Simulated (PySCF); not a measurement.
Give a GFN2-xTB geometry of `C[Si](C)(C)C` (TMS).

```
atom  x, y, z in Å
C1    -0.4066   -1.2134   -1.4194
Si2   -0.0012   -0.0007   -0.0018
C3     0.0081    1.7855   -0.6754
C4    -1.3198   -0.1549    1.3703
C5     1.7161   -0.4155    0.7216
H6    -1.3797   -1.0036   -1.8532
H7    -0.4187   -2.2416   -1.0702
H8     0.3270   -1.1480   -2.2173
H9     0.2425    2.5019    0.1064
H10   -0.9581    2.0579   -1.0892
H11    0.7465    1.9077   -1.4621
H12   -2.3121    0.0753    0.9941
H13   -1.3509   -1.1605    1.7791
H14   -1.1170    0.5258    2.1917
H15    1.7463   -1.4264    1.1171
H16    2.4931   -0.3368   -0.0328
H17    1.9775    0.2592    1.5312
```

Orientation and origin are arbitrary. Atoms count from 1 in this order. All 4 C–Si bonds measure 1.909 Å. Si2 (four-coordinate silicon) is tetrahedral (angles from 109.4° to 109.6°).

Bonds between heavy atoms (Å): C1–Si2 1.909, Si2–C3 1.909, Si2–C4 1.909, Si2–C5 1.909.

Computed geometry: GFN2-xTB, gas phase.

Point group: Td (tolerance 0.08 Å). No GFN2-xTB frequencies stand behind this structure, so it isn't proved a minimum.
